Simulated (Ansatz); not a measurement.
`FB1OP[SiH2]1` → B• + F• + 3 H• + O• + P• + Si•  (atomization)

Isolated molecules relaxed with PBE0-D4/def2-TZVP in Ansatz; ΔE leaves out vibrations. CCSD(T)/CBS adds triple-zeta CCSD(T) − MP2 to the extrapolated MP2 energy (def2 sets, frozen cores). This one scheme is used for every species, atoms too. No spin–orbit coupling; open shells (•) take unrestricted orbitals. Spin–orbit coupling would lower the free atoms: a little for B, F, O, Si.

| level | ΔE (eV) |
| --- | --- |
| HF/def2-TZVPP | 21.37 |
| HF/def2-QZVPP | 21.43 |
| HF/CBS(def2) | 21.44 |
| MP2/CBS(def2) | 30.89 |

**Question.** What does CCSD(T)/CBS give? (Estimate.)

**Answer.** Ansatz gave: +30.14 eV. The listed levels differ from it by -8.77, -8.71, -8.70, 0.75 eV.

Largest T1 diagnostic among the species: 0.016.

The D4 term adds +0.34 eV with B3LYP and +0.17 eV with PBE0; it sums over pairs of atoms, weighted by their polarisabilities, and B3LYP, whose exchange is more repulsive, gets the larger term. Leaving LDA and LC-ωPBE aside and taking each functional with its dispersion term where it has one, the values, not all of them listed here, spread over 1.83 eV, from BHLYP-D4 to PBE-D4. LDA lies +4.47 eV from PBE without D4, its usual overbinding.

B3LYP here is the variant with VWN-RPA as its local correlation; programs differ in this.

For atomizations the MP2-based limit and the directly extrapolated one differ by several kJ/mol either way, and by 10 to 25 for some Ge, Se and Sn compounds, so smaller differences from it don't rank the levels.
